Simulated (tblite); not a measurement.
Compound: C2H7Cl3P2Si2.
Atom-mapped SMILES: `[CH3:1][Si:2]1([C:3]([Cl:4])([Cl:5])[Cl:6])[PH:7][SiH2:8][PH:9]1` (hydrogens: H10, H11, H12 on C1; H13 on P7; H14, H15 on Si8; H16 on P9)

Computed with GFN2-xTB (tblite), gas phase: L-BFGS steps from a force-field or distance-geometry start until the largest atomic force falls under 0.01 eV/Å.

Step 13: E = -815.8172 eV
```
atom  x, y, z in Å  |  force x, y, z in eV/Å
C1     -0.5320    1.5436   -1.4041   -0.053  -0.098   0.082
Si2    -0.3518    0.0629   -0.2147    0.033   0.016  -0.010
C3     -2.1152   -0.5430    0.3403    0.175   0.057  -0.043
Cl4    -2.9453    0.7845    1.1491   -0.043   0.047   0.043
Cl5    -1.9914   -1.9152    1.4484    0.002  -0.026   0.022
Cl6    -3.0314   -1.0272   -1.0842   -0.046  -0.030  -0.060
P7      1.0470    0.6044    1.4922    0.061  -0.014  -0.016
Si8     2.4709   -0.2831   -0.0408   -0.055   0.034  -0.010
P9      0.9479   -1.5421   -1.1607    0.061  -0.008   0.002
H10    -1.0986    1.2591   -2.2880    0.044   0.078   0.041
H11     0.4559    1.8810   -1.7158   -0.166  -0.027   0.030
H12    -1.0439    2.3678   -0.9120    0.041  -0.021  -0.092
H13     0.8926   -0.6326    2.1014   -0.061   0.038   0.107
H14     3.6517   -0.9678    0.4668   -0.015  -0.074   0.062
H15     2.8219    0.8096   -0.9358    0.094   0.114  -0.098
H16     0.8140   -2.3930   -0.0725   -0.071  -0.086  -0.060
```

Step 14: E = -815.8216 eV
```
atom  x, y, z in Å  |  force x, y, z in eV/Å
C1     -0.5347    1.5426   -1.4031   -0.057  -0.074   0.063
Si2    -0.3536    0.0637   -0.2147    0.116  -0.018   0.006
C3     -2.1119   -0.5443    0.3417    0.076   0.033  -0.023
Cl4    -2.9423    0.7881    1.1502   -0.014  -0.021   0.008
Cl5    -1.9946   -1.9196    1.4521   -0.003   0.042  -0.032
Cl6    -3.0280   -1.0274   -1.0881   -0.012  -0.010   0.015
P7      1.0483    0.6131    1.4888    0.059  -0.044  -0.010
Si8     2.4728   -0.2892   -0.0360    0.029   0.062  -0.040
P9      0.9488   -1.5369   -1.1686    0.059  -0.011   0.030
H10    -1.1013    1.2569   -2.2862    0.031   0.078   0.030
H11     0.4511    1.8831   -1.7174   -0.152  -0.035   0.037
H12    -1.0467    2.3660   -0.9106    0.029  -0.011  -0.089
H13     0.8908   -0.6159    2.1153   -0.062   0.050   0.088
H14     3.6597   -0.9748    0.4731   -0.110  -0.024   0.024
H15     2.8234    0.8072   -0.9347    0.084   0.047  -0.042
H16     0.8110   -2.4035   -0.0924   -0.072  -0.066  -0.064
```

Task: Estimate the geometry and energy of step 15. (The exact step hangs on the optimiser's Hessian estimate; all steps are aligned on step 14, rigid shifts and turns removed.)

Result: E = -815.8255 eV, largest force 0.173 eV/Å
```
atom  x, y, z in Å  |  force x, y, z in eV/Å
C1     -0.5380    1.5400   -1.4008   -0.053  -0.034   0.031
Si2    -0.3529    0.0640   -0.2145    0.154  -0.054   0.027
C3     -2.1076   -0.5445    0.3421   -0.027   0.006  -0.002
Cl4    -2.9404    0.7905    1.1513    0.018  -0.076  -0.026
Cl5    -1.9969   -1.9223    1.4544    0.000   0.093  -0.074
Cl6    -3.0257   -1.0278   -1.0911    0.025   0.012   0.077
P7      1.0504    0.6188    1.4861    0.052  -0.048   0.004
Si8     2.4747   -0.2922   -0.0332    0.096   0.076  -0.061
P9      0.9507   -1.5334   -1.1740    0.053  -0.014   0.035
H10    -1.1029    1.2569   -2.2843   -0.003   0.051   0.003
H11     0.4442    1.8839   -1.7178   -0.091  -0.033   0.032
H12    -1.0483    2.3646   -0.9113   -0.002   0.011  -0.054
H13     0.8879   -0.6022    2.1280   -0.056   0.055   0.067
H14     3.6638   -0.9811    0.4788   -0.172   0.014  -0.004
H15     2.8265    0.8070   -0.9352    0.071  -0.013   0.007
H16     0.8070   -2.4132   -0.1089   -0.065  -0.047  -0.061
```

The energy changes by -0.0039 eV. The first-order estimate −F·Δx gives -0.0053 eV and the mean of the old and new forces, exact on a quadratic surface, -0.0039 eV. The step makes an angle of 66° with the force vector and moves no atom by more than 0.020 Å.

What follows is the cost of the whole relaxation. Time: 2.4 s of wall time. Hardware: one thread, Arm Neoverse N1 (aarch64), no GPU, shared host.
